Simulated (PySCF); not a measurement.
C₆H₁₄Se, SMILES CC(C)(C)CC[SeH], GFN2-xTB optimised geometry.

```
21

C      2.09    -0.24    -1.13
C      0.59    -0.36    -1.38
C      0.32    -1.64    -2.18
C      0.11     0.85    -2.17
C     -0.10    -0.44     0.00
C     -1.63    -0.44     0.00
Se    -2.46     1.36     0.00
H      2.63    -0.21    -2.08
H      2.32     0.68    -0.59
H      2.46    -1.08    -0.55
H      0.87    -1.61    -3.12
H     -0.73    -1.75    -2.41
H      0.65    -2.52    -1.62
H      0.67     0.94    -3.10
H      0.25     1.77    -1.60
H     -0.95     0.77    -2.42
H      0.25     0.40     0.61
H      0.23    -1.36     0.49
H     -2.04    -0.94    -0.88
H     -2.01    -0.93     0.89
H     -2.03     1.70     1.34
```

Density from PySCF with CAM-B3LYP/def2-SVP at that geometry.

Minimum of the electron density along straight lines between bonded atoms, close to the bond critical point (lines longer than 1.1 times the sum of covalent radii, or with two minima, are not listed):

```tsv
bond	length / Å	ρ at the minimum / e bohr⁻³	∇²ρ there / e bohr⁻⁵	position (fraction from the first atom)
C1–C2	1.533	0.245	-0.57	0.50
C2–C3	1.531	0.246	-0.57	0.50
C2–C4	1.527	0.247	-0.58	0.50
C2–C5	1.540	0.243	-0.56	0.49
C5–C6	1.523	0.248	-0.58	0.49
C6–Se7	1.980	?	-0.16	0.48
C1–H8	1.087	0.277	-1.02	0.63
C1–H9	1.088	0.277	-1.02	0.63
C1–H10	1.088	0.276	-1.01	0.62
C3–H11	1.088	0.277	-1.02	0.63
C3–H12	1.087	0.277	-1.02	0.62
C3–H13	1.088	0.276	-1.01	0.62
C4–H14	1.088	0.276	-1.01	0.62
C4–H15	1.088	0.278	-1.03	0.63
C4–H16	1.089	0.277	-1.01	0.62
C5–H17	1.094	0.276	-1.01	0.63
C5–H18	1.094	0.275	-1.00	0.62
C6–H19	1.090	0.279	-1.05	0.64
C6–H20	1.091	0.279	-1.05	0.64
Se7–H21	1.446	?	?	0.61
```

Task: What belongs in the gaps?

Result: 
- C6–Se7, ρ at the minimum / e bohr⁻³: 0.141
- Se7–H21, ρ at the minimum / e bohr⁻³: 0.181
- Se7–H21, ∇²ρ there / e bohr⁻⁵: -0.22
